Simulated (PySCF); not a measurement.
GeH10SSi3.
SMILES with atom numbers: `[SiH3:1][S:2][SiH2:3][SiH2:4][GeH3:5]`

Cartesian coordinates in Å at the PBE0-D3(BJ)/def2-SVP level; atoms count from 1:
```
atom  x, y, z in Å
Si1    2.3003    1.0259    0.0312
S2     1.4184    0.0406   -1.6637
Si3    0.5081   -1.6513   -0.6708
Si4   -1.0828   -0.8819    0.8719
Ge5   -2.2077    0.9519   -0.1563
H6     3.0740    2.1744   -0.5172
H7     3.2052    0.0980    0.7732
H8     1.2508    1.5227    0.9705
H9     1.5543   -2.5248   -0.0543
H10   -0.1796   -2.4031   -1.7622
H11   -2.0515   -1.9790    1.1891
H12   -0.4299   -0.4504    2.1472
H13   -3.4673    1.3274    0.6477
H14   -2.6311    0.5563   -1.5820
H15   -1.2817    2.1768   -0.2312
```

Level of theory: delta-SCF UKS SCAN, pcX-2 on the ionised atom, pcseg-1 elsewhere, spin-free X2C in PySCF 2.14.0. Each 1s hole has a ground state of its own, since the core basis sits on the ionised atom alone.

| ionised atom | basis functions | E(ionised) (Eh) | binding energy (eV) |
| --- | --- | --- | --- |
| Si1 | 191 | -3301.70202 | 1847.075 |
| Si3 | 191 | -3301.71717 | 1846.645 |
| Si4 | 191 | -3301.73931 | 1845.977 |
| S2 | 191 | -3278.65487 | 2476.395 |

Problem. Fill in the total energy of each ground state.

Solution. With binding energy = E(ionised) − E(ground) and 27.2114 eV a hartree:

```csv
atom,binding energy (Eh),E(ground) (Eh)
Si1,67.8788,-3369.5808
Si3,67.8629,-3369.5801
Si4,67.8384,-3369.5777
S2,91.0058,-3369.6607
```

Problem. How much do the ground-state energies differ, and what would follow from using one of them for all holes?

Solution. They run from -3369.6607 Eh (core basis on S2) to -3369.5777 Eh (on Si4), 0.0830 Eh or 2.26 eV apart, for one and the same state in different bases and grids. Pairing the ion of Si4 with the ground state of S2 would put its binding energy 2.26 eV too high.

The listed Si 1s values span 1.10 eV, from Si4 (bonded to 2 H, Ge and Si) to Si1 (bonded to S and 3 H). Summing the Pauling electronegativity differences to the bonded atoms, each weighted by its formal bond order, gives +0.71 for the lowest site and +1.58 for the highest; no listed site has a larger sum than the highest.

Only 1s holes are shown. Isolated species at its PBE0-D3(BJ)/def2-SVP geometry (one conformer only).
